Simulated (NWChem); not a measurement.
Species: CH4OSi; SMILES O=C[SiH3]

Program: NWChem. The level has its own optimisation; frequencies are unscaled.

Q: Estimate the computed values for PBE0/def2-SVP. Quantities: r C–O (Å); r C–Si (Å); r C–H (Å); highest harmonic frequency (cm⁻¹); lowest (cm⁻¹); zero-point energy (kcal/mol); dipole (D).

A: 
| Property | Result |
|---|---|
| r C–O (Å) | 1.205 |
| r C–Si (Å) | 1.938 |
| r C–H (Å) | 1.127 |
| highest harmonic frequency (cm⁻¹) | 2848 |
| lowest (cm⁻¹) | 24 |
| zero-point energy (kcal/mol) | 26.5 |
| dipole (D) | 2.00 |
